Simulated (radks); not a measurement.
Values are calculated unless marked as measured or tabulated.
Numerical settings for neutral beryllium, [He] 2s2. Code: a radial shooting solver on a logarithmic mesh with Libxc functionals. Model: scalar-relativistic Kohn-Sham, r2SCAN, spin-polarised, spherical densities, finite nucleus; meta-GGA in the generalised Kohn-Sham scheme; Fermi nuclear charge, rms radius 2.519 fm. The defaults (mesh step 0.008 in ln r, mesh end at 40 bohr or more with all orbitals vanishing there, Anderson mixing 0.5 over 9 steps, residual threshold near 1e-9 with the energy settled to 1e-9 hartree or 1e-11 of itself, here a cap of 71 iterations) give E = -14.652 hartree and 2s at -5.747 eV in 16 iterations. Run on one thread of a shared host, so times are rough (Arm Neoverse V2): 0.07 s of CPU time, 0.07 s wall, 16 iterations on 2208 mesh points. Changes against that run (0 stands for a change within the tolerance of the run):

| setting | iterations | converged | E (mhartree) | e(2s) (meV) | CPU (s) |
|---|---|---|---|---|---|
| mesh step in ln r 0.005 | 19 | yes | 0 | 0 | 0.12 |
| mesh step in ln r 0.12 | 71 | no | -1.04e+05 | - | 0.11 |
| mesh step in ln r 0.05 | 11 | yes | -0.021 | -0.112 | 0.01 |
| mesh end (bohr) 12 | 16 | yes | +0.00917 | +1.13 | 0.07 |
| mesh end (bohr) 400 | 16 | yes | 0 | 0 | 0.07 |
| residual threshold 1e-13 | 71 | no | 0 | 0 | 0.24 |
| residual threshold 0.1 | 7 | yes | 0 | +0.131 | 0.03 |
| mixing 1 | 14 | yes | 0 | 0 | 0.06 |
| linear mixing, mixing 0.8 | 71 | no | 0 | 0 | 0.22 |
| linear mixing, mixing 0.2 | 68 | yes | 0 | 0 | 0.25 |
| mixing history 20 | 15 | yes | 0 | 0 | 0.06 |
| iteration cap 8 | 8 | no | 0 | +0.0507 | 0.03 |

No run marked as converged misses the energy by more than 1 mhartree. A mesh that ends early acts as a hard wall.
